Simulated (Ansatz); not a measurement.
Cost and result for the atomization energy of GaH7SSi2, SMILES `[SiH3][SiH2][S][GaH2]` (11 atoms, 10 bonds).

Z-matrix (Å, degrees):
```
Si
Si 1 2.350
H 1 1.486 2 111.8
H 1 1.489 2 109.4 3 120.1
H 1 1.489 2 109.6 3 -120.7
S 2 2.145 1 113.4 3 97.4
H 2 1.489 1 110.0 3 -26.9
H 2 1.487 1 109.4 3 -145.0
Ga 6 2.200 2 100.9 1 -44.4
H 9 1.558 6 115.6 2 -178.5
H 9 1.563 6 117.6 2 1.4
```

Charge 0, multiplicity 1. Correlated methods include outer-core shells of Ga, which these sets cover unevenly. Scalar relativity is left out up to krypton. All single points use the PBE0-D4/def2-TZVP geometry. It is one conformer, not always the lowest. Program: Ansatz. All runs use 4 threads of an AMD EPYC 9R45 on a shared host. Times are those of one run each, without the atoms' runs, and a repeat can differ threefold. Electronic energies, without spin–orbit coupling; frozen cores. CCSD(T)/CBS adds CCSD(T) − MP2 in def2-TZVPP to the MP2 limit, and its time is that of the two runs behind it. T1 = 0.014. With those shells the extrapolation isn't a true limit.

CCSD(T)/CBS is a level of theory with its own doubt, some kJ/mol a heavy atom from the limit and from the frozen cores, so smaller differences don't rank the functionals.

```tsv
level	functions	wall time	atomization (kcal/mol)	difference from CCSD(T)/CBS	per bond
LDA (SPW92)/def2-TZVPP	272	0.65 s	806.7	74.9	7.5
revPBE-D4/def2-TZVPP	272	0.9 s	709.9	-21.9	-2.2
BLYP-D4/def2-TZVPP	272	0.95 s	713.3	-18.5	-1.9
PBE-D4/def2-TZVPP (with forces)	272	1.2 s	719.7	-12.1	-1.2
PBE0-D4/def2-TZVPP	272	1.6 s	720.2	-11.6	-1.2
r2SCAN-D4/def2-TZVPP (with forces)	272	2 s	731.6	-0.2	0.0
CCSD(T)/def2-SVP	121	2.4 s	677.3	-54.5	-5.4
B2PLYP/def2-TZVPP	272	2.5 s	713.5	-18.3	-1.8
PBE-QIDH/def2-TZVPP	272	2.5 s	721.5	-10.3	-1.0
ωB97X-V/def2-TZVPP	272	3.7 s	737.8	6.0	0.6
MP2/def2-QZVPP	509	10 s	719.0	-12.8	-1.3
CCSD(T)/def2-TZVPP	272	54 s	713.7	-18.1	-1.8
CCSD(T)/CBS(def2)	–	64 s	731.8	0.0	0.0
```

From PBE to PBE0 (25 % exact exchange), in def2-TZVPP and without D4, the atomization energy moves by +1.6 kcal/mol. In def2-TZVPP, CCSD(T) changes the Hartree–Fock value by +165.6 kcal/mol (the triples alone add +8.1 kcal/mol) and MP2 by +160.3 kcal/mol; breaking electron pairs costs correlation energy, which Hartree–Fock lacks. Leaving LDA and LC-ωPBE aside and taking each functional with its dispersion term where it has one, the values, not all of them listed here, spread over 29.4 kcal/mol, from revPBE-D4 to B97M-V. LDA lies +94.8 kcal/mol from PBE without D4, its usual overbinding.
